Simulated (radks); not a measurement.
The numbers below are computed, except where a source is named.
The nuclear charge of the iron ion Fe+ is varied continuously with 25 electrons held in [Ar] 3d6 4s1. Level of theory: non-relativistic Kohn-Sham, PBE, spin-unpolarised, spherical densities, point nucleus (a radial shooting solver on a logarithmic mesh with Libxc functionals). By the Hellmann-Feynman theorem dE/dZ = E(electron-nucleus)/Z, the electronic potential at the nucleus.

| Z | E (hartree) | E(electron-nucleus)/Z (hartree) | HOMO | e(HOMO) (eV) | <r> HOMO (bohr) |
|---|---|---|---|---|---|
| 25 | -1150.57421 | -109.502 | 3d | -3.472 | 1.371 |
| 25.1 | -1161.55360 | -110.086 | 3d | -4.479 | 1.334 |
| 25.2 | -1172.59128 | -110.668 | 4s | -5.413 | 3.209 |
| 25.3 | -1183.68715 | -111.249 | 4s | -6.155 | 3.139 |
| 25.4 | -1194.84110 | -111.830 | 4s | -6.927 | 3.073 |
| 25.5 | -1206.05302 | -112.409 | 4s | -7.730 | 3.010 |
| 25.6 | -1217.32283 | -112.987 | 4s | -8.561 | 2.951 |
| 25.7 | -1228.65045 | -113.565 | 4s | -9.420 | 2.894 |
| 25.8 | -1240.03580 | -114.142 | 4s | -10.307 | 2.840 |
| 25.9 | -1251.47880 | -114.718 | 4s | -11.220 | 2.789 |
| 26 | -1262.97939 | -115.294 | 4s | -12.158 | 2.740 |
| 26.1 | -1274.53751 | -115.869 | 4s | -13.123 | 2.694 |
| 26.2 | -1286.15311 | -116.443 | 4s | -14.112 | 2.649 |
| 26.3 | -1297.82612 | -117.017 | 4s | -15.126 | 2.607 |
| 26.4 | -1309.55650 | -117.590 | 4s | -16.164 | 2.566 |
| 26.5 | -1321.34420 | -118.163 | 4s | -17.225 | 2.526 |
| 26.6 | -1333.18917 | -118.736 | 4s | -18.311 | 2.488 |
| 26.7 | -1345.09139 | -119.308 | 4s | -19.419 | 2.452 |
| 26.8 | -1357.05080 | -119.880 | 4s | -20.550 | 2.417 |
| 26.9 | -1369.06737 | -120.451 | 4s | -21.703 | 2.383 |
| 27 | -1381.14107 | -121.023 | 4s | -22.879 | 2.351 |

The central difference of E at Z = 26 is -115.294 hartree, to compare with the third column; the second derivative is -5.75 hartree.
